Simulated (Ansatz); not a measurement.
Program: Ansatz. Geometries: PBE0-D4/def2-TZVP. ΔE: electronic, gas phase. CCSD(T)/CBS adds triple-zeta CCSD(T) − MP2 to the extrapolated MP2 energy (def2 sets, frozen cores). This one scheme is used for every species. DFT in def2-TZVPP. B3LYP here is the variant with VWN-RPA as its local correlation; programs differ in this. For Ga outer-core shells are correlated without core-valence functions, which leaves a few kJ/mol of doubt a bond. Scalar relativity is left out up to krypton. Each species was taken in one conformer, which may not be the lowest.

Consider the ligand exchange at the Si–S bond: `C[SiH2][S][GaH2]` + `[NH2][AlH2]` → `C[SiH2][NH][AlH2]` + `[SH][GaH2]`.

`C[SiH2][S][GaH2]`:

```xyz
11

C    -0.997    0.771   -1.099
Si   -0.505    0.807    0.700
S    -0.296   -1.164    1.517
Ga    1.564   -1.776    0.516
H    -1.917    0.199   -1.235
H    -1.162    1.786   -1.469
H    -0.213    0.312   -1.705
H     0.765    1.563    0.867
H    -1.560    1.466    1.514
H     2.081   -3.207    0.856
H     2.238   -0.757   -0.461
```

`[NH2][AlH2]`:

```xyz
6

N    -0.134    0.164    0.914
Al    0.118   -0.145   -0.807
H    -0.764   -0.354    1.505
H     0.330    0.883    1.444
H    -0.702   -1.322   -1.476
H     1.151    0.773   -1.580
```

`C[SiH2][NH][AlH2]`:

```xyz
12

C     0.638   -1.600   -1.075
Si   -0.089   -0.786    0.440
N    -0.759    0.775    0.109
Al   -0.282    2.368    0.746
H     1.048   -2.583   -0.824
H    -0.123   -1.744   -1.847
H     1.441   -0.993   -1.500
H    -1.125   -1.699    1.005
H     0.967   -0.578    1.468
H    -1.547    0.769   -0.527
H    -1.113    3.628    0.264
H     0.943    2.442    1.742
```

`[SH][GaH2]`:

Z-matrix (Å, degrees):
```
Ga
S 1 2.199
H 1 1.559 2 115.2
H 1 1.560 2 118.1 3 -180.0
H 2 1.343 1 95.0 3 180.0
```

Q: Is it downhill or uphill in electronic energy at CCSD(T)/CBS, and by how much? (Best estimate.)

A: The calculation gave: Uphill: ΔE = +0.10 eV.

Q: What do these levels give: PBE-D4, B3LYP-D4, ωB97X-V, ωB97M-V, MP2/def2-TZVPP, HF/CBS(def2)? (Best estimate.)

A: Ansatz gave: PBE-D4 0.17, B3LYP-D4 0.09, ωB97X-V 0.08, ωB97M-V 0.08, MP2/def2-TZVPP 0.10, HF/CBS(def2) -0.04 eV.

Largest T1 diagnostic among the species: 0.013.

The D4 term adds +0.05 eV with B3LYP and +0.03 eV with PBE0; it sums over pairs of atoms, weighted by their polarisabilities, and B3LYP, whose exchange is more repulsive, gets the larger term. In def2-TZVPP, CCSD(T) changes the Hartree–Fock value by +0.08 eV (the triples alone add +0.02 eV) and MP2 by +0.13 eV.
